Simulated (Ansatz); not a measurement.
Harmonic frequencies (cm⁻¹) at PBE0-D4/def2-TZVP from Ansatz: 45, 228, 240, 386, 426, 521, 597, 702, 780, 822, 1129, 1220, 1276, 1353, 1976.

(1) Which molecule is it?
A. `FC1(F)OC1(F)F`
B. `[OH][Au-][P+](F)(F)F`
C. `O=C(F)C(F)(F)F`
D. `CC(=O)Cl`

Results:

(1) C.
